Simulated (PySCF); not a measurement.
**A small calculation by hand: oscillator strength and radiative lifetime**

SnI2, SMILES [I][Sn][I] (connectivity only; charge and spin as stated), neutral, multiplicity 1.

Geometry optimised at B3LYP-D3(BJ)/def2-SVP. The isomer is the one that the SMILES or the coordinates give; other isomers of the formula were not compared. The def2 effective core potentials stand for the cores of I, Sn; spin–orbit coupling is left out.

TDDFT-PBE/def2-SVPD in PySCF 2.14.0 puts the first singlet state with f over 0.02 at 2.98 eV (vertical), with the transition dipole (0.000, -0.744, 0.000) in atomic units.

Find the oscillator strength, the wavelength and the radiative lifetime that this transition would have in vacuum if emission retraced absorption.


|μ|² = 0.5535 au, so |μ| = 1.89 D. ΔE = 2.98/27.211 = 0.1095 hartree. f = (2/3) ΔE |μ|² = 0.040 (the program prints 0.040).
λ = 1239.84/2.98 = 416 nm; ν = 24035 cm⁻¹.
Einstein's coefficient A = 0.6670 ν² f s⁻¹ (ν in cm⁻¹) = 1.6e7 s⁻¹, so τ = 1/A = 64 ns. This state is S3; the lower singlets have f = 0.000, 0.001. The figure is the radiative limit of this one transition; relaxation, internal conversion, crossing to triplets and a medium change what is measured.
